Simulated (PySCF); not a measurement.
Species: 4-chlorobenzoic acid, C7H5ClO2.
Atom-mapped SMILES: `[O:1]=[C:2]([OH:3])[c:4]1[cH:5][cH:6][c:7]([Cl:8])[cH:9][cH:10]1` (hydrogens: H11 on O3; H12 on C5; H13 on C6; H14 on C9; H15 on C10)

Theory: PBE0-D3(BJ)/def2-SVP geometry optimisation, gas phase in PySCF.

Give the optimised bond lengths and angles.

```tsv
bond	length (Å)
O1=C2	1.205
C2–O3	1.340
C2–C4	1.484
C4–C5, C4–C10	1.399
C5–C6, C9–C10	1.389
C6–C7, C7–C9	1.396
C7–Cl8	1.728
O3–H11	0.969
C5–H12, C10–H15	1.091
C6–H13, C9–H14	1.091
```

Bonds in one row agree within 0.01 Å and their mean is given. A selection of angles:
```tsv
angle	degrees
O1–C2–O3	122.6
O1–C2–C4	124.4
O3–C2–C4	113.0
C2–C4–C5	122.3
C2–C4–C10	117.9
C5–C4–C10	119.7
C4–C5–C6	120.3
C5–C6–C7	119.2
C6–C7–Cl8	119.4
C6–C7–C9	121.1
H11–O3–C2	106.3
```

Dihedral angles: O1–C2–C4–C5 179° (antiperiplanar); H11–O3–C2–O1 0° (synperiplanar).

The 6-membered ring C4–C5–C6–C7–C9–C10 has internal angles of 119.1° to 121.1°; it is planar, 0.00 Å rms from its mean plane, widest ring torsion 0°. The 10 heavy atoms lie in one plane (0.006 Å rms). The 2 C–O bonds span 1.205 Å (O1=C2, drawn double) to 1.340 Å (C2–O3, drawn single), a spread of 0.135 Å. O3 (acid hydroxyl oxygen) is bent (angle 106.3°). The C–C distances run from 1.389 Å (C9–C10, aromatic) to 1.484 Å (C2–C4, drawn single), a spread of 0.095 Å. Of the pairs four or more bonds apart, O3···H12 is among the closest relative to their van der Waals radii: 2.42 Å, 89 % of the sum of Bondi's values.

Point group: Cs (tolerance 0.08 Å). No frequency check. One conformer, not necessarily the lowest (O1–C2–O3–H 0°, O1–C2–C4–C5 179°).

Hardware: one thread, x86-64 server (shared host). Cost: 2.0 min wall. That covers the optimisation of the geometry.
